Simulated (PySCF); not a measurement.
A calculated (UHF, PySCF 2.14, x2c-TZVPall, scalar relativity by spin-free X2C-1e) atom or ion has these occupied shells.

| shell | electrons | orbital energy (eV) | rms radius, mean of both spins (bohr) |
| --- | --- | --- | --- |
| 1s | 2 | -16197.2 | 0.0451 |
| 2s | 2 | -2261.4 | 0.187 |
| 2p | 6 | -2004.1 | 0.166 |
| 3s | 2 | -379.66 | 0.523 |
| 3p | 6 | -293.95 | 0.535 |
| 3d | 10 | -152.00 | 0.547 |
| 4s | 2 | -53.013 | 1.45 |
| 4p | 6 | -29.802 | 1.69 |
| 5s | 2 | -4.932 | 4.87 |

Problem. Name the element and its charge.

Solution. Sr (strontium, neutral), in [Kr] 5s2, closed-shell 1S.
